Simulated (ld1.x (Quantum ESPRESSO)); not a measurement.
What one change does to a pseudopotential (B (Z = 5), TM)

ld1.x (Quantum ESPRESSO) 7.5 input, shortened:

```
&input
   title='B', zed=5., rel=0, dft='PBE', iswitch=3,
   config='[He] 2s2 2p1 3d-2'
 /
 &inputp
   pseudotype=2, tm=.true., lloc=0,
   nlcc=.true., rcore=0.70
 /
3
2P  2  1   1.00   0.00  2.45  2.45  0.0
3D  3  2  -2.00   0.40  2.10  2.10  0.0
2S  1  0   2.00   0.00  1.60  1.60  0.0
 &test
   configts(1)='2s2 2p1'
 /
```

All-electron outer shells of the reference configuration (PBE, non-relativistic, ld1.x):

| shell | level (eV) | outermost node (bohr) | outermost maximum (bohr) |
| --- | --- | --- | --- |
| 2s | -9.44 | 0.46 | 1.52 |
| 2p | -3.61 | – | 1.57 |

Change: wave 2p (bound): rc 2.45 bohr becomes 2p (bound): rc 2.96 bohr.

Cutoffs: the cutoffs (Ry, on a coarse ladder) from which the occupation-weighted sum of valence levels, in a spherical-Bessel basis at the reference potential, stays within 10 and 1 mRy of its value at 400 Ry; they do not see the model core or the augmentation charge, which bear on the density cutoff. Errors are all-electron minus pseudo energies relative to the spin-unpolarised reference configuration.

Problem. How do hardness, ghosts and transferability respond?

Solution. The potential gets neither clearly harder nor softer (18 Ry and 45 Ry → 18 Ry and 45 Ry); the s channel sets the loose cutoff, while the largest relative change is in p, which becomes softer; of the 7 tests that both files solve, the error grows in 7 and shrinks in 0 by more than 15 % and 0.3 meV (median size 19.6 → 46.3 meV); neither file shows a bound ghost. More of the atom is replaced by a form fitted at one configuration, so other configurations suffer.

| quantity | base | changed |
| --- | --- | --- |
| cutoff, loose | 18 Ry | 18 Ry |
| cutoff, tight | 45 Ry | 45 Ry |
| loose cutoff by channel (10 mRy a level) | p 15 Ry, s 15 Ry | p 12 Ry, s 15 Ry |
| bound ghosts | none | none |
| error for 2s2 2p0, meV [ΔE 8.22 eV] | +43 | +83 |
| error for 2s1 2p0, meV [ΔE 33.64 eV] | +147 | +264 |
| error for 2s2 2p0.5, meV [ΔE 2.89 eV] | +5.6 | +11 |
| error for 2s2 2p1.3, meV [ΔE -0.74 eV] | +0.4 | +0.9 |
| error for 2s1 2p1, meV [ΔE 14.36 eV] | -20 | -46 |
| error for 2s1 2p2, meV [ΔE 5.84 eV] | -5.5 | -18 |
| error for 2s0 2p3, meV [ΔE 11.71 eV] | -22 | -74 |
